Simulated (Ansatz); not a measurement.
Consider the formal exchange of groups at a B–C bond: `C=C(O)B(C)N` + `FC(F)Br` → `CB(N)Br` + `C=C(O)C(F)F`.

Isolated molecules relaxed with PBE0-D4/def2-TZVP in Ansatz; ΔE leaves out vibrations. CCSD(T)/CBS is the MP2 limit (def2-TZVPP, def2-QZVPP) plus CCSD(T) − MP2 in def2-TZVPP, frozen cores. Functionals use def2-TZVPP. For Br outer-core shells are correlated without core-valence functions, which leaves a few kJ/mol of doubt a bond. Scalar relativity is left out up to krypton. Each species was taken in one conformer, which may not be the lowest.

```csv
species,r2SCAN-D4 energy (Eh)
`C=C(O)B(C)N`,-273.95622
`FC(F)Br`,-2812.53132
`CB(N)Br`,-2694.93654
`C=C(O)C(F)F`,-391.59429
```

(1) Work out ΔE.

Largest T1 diagnostic among the species: 0.012.

Answers

(1) ΔE = (-2694.93654) + (-391.59429) − (-273.95622) − (-2812.53132) = -0.04329 Eh = -27.2 kcal/mol. CCSD(T)/CBS gives -28.2 kcal/mol.

From PBE to PBE0 (25 % exact exchange), in def2-TZVPP and without D4, ΔE moves by −2.2 kcal/mol. In def2-TZVPP, CCSD(T) changes the Hartree–Fock value by +3.8 kcal/mol (the triples alone add +0.7 kcal/mol) and MP2 by +2.9 kcal/mol.
